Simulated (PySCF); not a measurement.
C$_{3}$H$_{5}$ (SMILES [CH-]=CC), charge -1, singlet, geometry from GFN2-xTB (in this run its highest filled SCF level lies above zero, so its values depend strongly on the basis, on diffuse functions most of all); SCAN/6-31G* run with PySCF.

Here is a job for PySCF.
```python
from pyscf import gto, scf, dft

mol = gto.M(
    atom='''
C     1.358060    0.023120   -0.003235
C     0.098926    0.458705   -0.017161
H     2.080973    0.919300   -0.037690
H    -0.293976    1.528583   -0.056094
C    -1.066911   -0.507598    0.020667
H    -0.697974   -1.534412    0.058047
H    -1.713190   -0.346735    0.899545
H    -1.716281   -0.412099   -0.865436
''',
    basis='6-31g*',
    charge=-1,
    spin=0,
    verbose=4,
)

mf = dft.RKS(mol)
mf.xc = 'scan'
mf.kernel()
```

Write the output that PySCF gives for this input, abridged.


```
PySCF version 2.14.0

[INPUT] verbose = 4
[INPUT] num. atoms = 8
[INPUT] num. electrons = 24
[INPUT] charge = -1
[INPUT] spin (= nelec alpha-beta = 2S) = 0
[INPUT] symmetry False subgroup None
[INPUT] Mole.unit = angstrom
[INPUT] Symbol           X                Y                Z      unit          X                Y                Z       unit  Magmom
[INPUT]  1 C      1.358060000000   0.023120000000  -0.003235000000 AA    2.566361460727   0.043690468000  -0.006113264013 Bohr   0.0
[INPUT]  2 C      0.098926000000   0.458705000000  -0.017161000000 AA    0.186943046599   0.866826821969  -0.032429590024 Bohr   0.0
[INPUT]  3 H      2.080973000000   0.919300000000  -0.037690000000 AA    3.932469042615   1.737225226313  -0.071223777635 Bohr   0.0
[INPUT]  4 H     -0.293976000000   1.528583000000  -0.056094000000 AA   -0.555534127195   2.888603228666  -0.106002297231 Bohr   0.0
[INPUT]  5 C     -1.066911000000  -0.507598000000   0.020667000000 AA   -2.016169589286  -0.959221201377   0.039054969816 Bohr   0.0
[INPUT]  6 H     -0.697974000000  -1.534412000000   0.058047000000 AA   -1.318979702067  -2.899618442246   0.109692932353 Bohr   0.0
[INPUT]  7 H     -1.713190000000  -0.346735000000   0.899545000000 AA   -3.237459899344  -0.655234187801   1.699893686722 Bohr   0.0
[INPUT]  8 H     -1.716281000000  -0.412099000000  -0.865436000000 AA   -3.243301042795  -0.778754246207  -1.635437018339 Bohr   0.0

nuclear repulsion = 63.7979422113464
number of shells = 28
number of NR pGTOs = 101
number of NR cGTOs = 52
basis = 6-31g*
ecp = {}

******** <class 'pyscf.dft.rks.RKS'> ********
method = RKS
initial guess = minao
damping factor = 0
level_shift factor = 0
DIIS = <class 'pyscf.scf.diis.CDIIS'>
diis_start_cycle = 1
diis_space = 8
diis_damp = 0
SCF conv_tol = 1e-09
SCF conv_tol_grad = None
SCF max_cycles = 50
direct_scf = True
direct_scf_tol = 1e-13
XC library pyscf.dft.libxc version 7.1.2
    S. Lehtola, C. Steigemann, M. J. T. Oliveira, and M. A. L. Marques,  SoftwareX 7, 1–5 (2018)
XC functionals = scan
    J. Sun, A. Ruzsinszky, and J. P. Perdew,  Phys. Rev. Lett. 115, 036402 (2015)
    J. Sun, A. Ruzsinszky, and J. P. Perdew,  Phys. Rev. Lett. 115, 036402 (2015)
radial grids:
    Treutler-Ahlrichs [JCP 102, 346 (1995); DOI:10.1063/1.469408] (M4) radial grids

becke partition: Becke, JCP 88, 2547 (1988); DOI:10.1063/1.454033
pruning grids: <function nwchem_prune>
grids dens level: 3
symmetrized grids: False
atomic radii adjust function: <function treutler_atomic_radii_adjust>
small_rho_cutoff = 0
Set gradient conv threshold to 3.16228e-05
Initial guess from minao.
tot grids = 91400
init E= -117.111817155077
  HOMO = -0.248132531054248  LUMO = -0.0614331078251298  gap/eV = 5.08035
cycle= 1 E= -116.996250588647  delta_E= 0.116  |g|= 0.669  |ddm|= 2.52
  HOMO = 0.271840935400883  LUMO = 0.340102235917242  gap/eV = 1.85748
cycle= 2 E= -116.809614429641  delta_E= 0.187  |g|= 0.998  |ddm|= 4.57
  HOMO = 0.101797160313005  LUMO = 0.277589386770383  gap/eV = 4.78355
cycle= 3 E= -117.128684713107  delta_E= -0.319  |g|= 0.208  |ddm|= 3.75
  HOMO = 0.114686971354145  LUMO = 0.274425939107596  gap/eV = 4.34672
cycle= 4 E= -117.140385740888  delta_E= -0.0117  |g|= 0.0806  |ddm|= 0.365
  HOMO = 0.113724025688777  LUMO = 0.276091018867711  gap/eV = 4.41823
cycle= 5 E= -117.14201980761  delta_E= -0.00163  |g|= 0.0142  |ddm|= 0.0945
  HOMO = 0.112356894581972  LUMO = 0.275343234548866  gap/eV = 4.43508
cycle= 6 E= -117.142074426273  delta_E= -5.46e-05  |g|= 0.0053  |ddm|= 0.03
  HOMO = 0.112140351643415  LUMO = 0.275380131621125  gap/eV = 4.44198
cycle= 7 E= -117.142081434817  delta_E= -7.01e-06  |g|= 0.00125  |ddm|= 0.00695
  HOMO = 0.111957900796363  LUMO = 0.275220753626006  gap/eV = 4.44261
cycle= 8 E= -117.142081864423  delta_E= -4.3e-07  |g|= 0.000125  |ddm|= 0.00229
  HOMO = 0.111967907449305  LUMO = 0.275227673247989  gap/eV = 4.44252
cycle= 9 E= -117.142081869598  delta_E= -5.17e-09  |g|= 3.17e-05  |ddm|= 0.000372
  HOMO = 0.111966144219126  LUMO = 0.275226488467394  gap/eV = 4.44254
cycle= 10 E= -117.142081869947  delta_E= -3.49e-10  |g|= 4.03e-06  |ddm|= 9e-05
  HOMO = 0.111966325298962  LUMO = 0.275227017892191  gap/eV = 4.44255
Extra cycle  E= -117.142081869947  delta_E= -2.84e-13  |g|= 4.47e-06  |ddm|= 1.45e-05
converged SCF energy = -117.142081869947
```
